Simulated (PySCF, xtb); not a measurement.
(Z)-1-bromo-2-chloro-1,2-difluoroethene (C₂BrClF₂), SMILES C(/F)(=C(\Br)F)Cl.

Harmonic wavenumbers (cm⁻¹) from GFN2-xTB in xtb at its own minimum, in rising order: 113, 126, 273, 311, 328, 362, 417, 493, 838, 1070, 1122, 1673.

### Question
What does PySCF with TPSSh-D3(BJ)/def2-SVP give at its own minimum? (Estimate from the structure and the level; the computed values follow.)

### Answer
136, 138, 310, 333, 346, 402, 522, 524, 928, 1171, 1228, 1745. Paired by order, the mean absolute difference is 55 cm⁻¹ and the zero-point energies are 10.2 and 11.1 kcal/mol.
